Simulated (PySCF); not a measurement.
The multiplicity is imposed and other spin states were not computed.

Cartesian coordinates (Å):
```xyz
3

Zn    -0.0270     0.0004     0.0349
F      1.0424    -0.0167    -1.3478
Br    -1.3893     0.0223     1.7963
```
Charge 0, multiplicity 1.

What dipole moment, HOMO, charge on the central atom (Mulliken), LUMO and charge on the central atom (meta-Löwdin) does TPSSh-D3(BJ)/def2-TZVP // PBE-D3(BJ)/def2-SVP (PySCF 2.14.0) give?


```yaml
dipole_moment: 0.88 D
HOMO: -8.17 eV
charge on the central atom (Mulliken): 0.73 e
LUMO: -2.31 eV
charge on the central atom (meta-Löwdin): 1.30 e
```
